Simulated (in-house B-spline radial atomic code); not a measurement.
# OLYP excitations of Ba

Method: OLYP. Computed with a B-spline radial code for spherical atoms: linear response of the closed shell [Xe] 6s2 with the functional's adiabatic kernel; scalar-relativistic (spin-free one-electron X2C), finite nucleus, no spin-orbit coupling, no double excitations, S, P, D and F terms only; shells from n = 4 respond.

Spin-orbit coupling is strong here, so these LS terms don't match observed levels.

The program warns: unstable towards triplet excitations of multipole 2.

Command:
```bash
python run_td.py task.json out
```
Settings (radii: box in bohr, nucleus in fm):
```
Z                        56
electrons                56
configuration            [Xe] 6s2
hamiltonian              x2c
method                   optx,lyp
box_radius               75
rms_radius               4.8378
intervals                76
```

Time taken, with all properties: 2.2 s on 1 thread of Arm Neoverse N1 (shared host).

The lowest states, in the order of their Tamm-Dancoff energies; the method's threshold (minus the highest occupied level) is 2.933 eV. Labels give the largest channel, * marks a mixed state, and oscillator strengths are full-response dipole values. Measured ¹D terms are left out, since they can mix with doubly excited terms. Semilocal kernels can invert the small singlet-triplet splittings of Rydberg terms. Energies in eV:

| state | full response | Tamm-Dancoff | oscillator strength | measured (J-weighted term) |
| --- | --- | --- | --- | --- |
| 6s → 5d 3D | imaginary | 0.547 | - | 1.160 |
| 6s → 5d 1D | ? | ? | - | - |
| 6s → 6p 3P | 1.105 | 1.323 | - | 1.622 |
| 6s → 6p 1P | 2.226 | 2.337 | 1.87 | 2.239 |
| 6s → 7s 3S | ? | ? | - | - |
| 6s → 7s 1S | 2.722 | 2.735 | - | - |

**Question.** Where does 6s → 5d 1D lie?

**Answer.** At 1.039 eV in full response, 1.058 eV in Tamm-Dancoff.

**Question.** Where does 6s → 7s 3S lie?

**Answer.** At 2.649 eV in full response, 2.659 eV in Tamm-Dancoff.

**Question.** How large is the singlet-triplet splitting of 6s → 5d (D terms) in Tamm-Dancoff?

**Answer.** 0.511 eV, from the unrounded values.
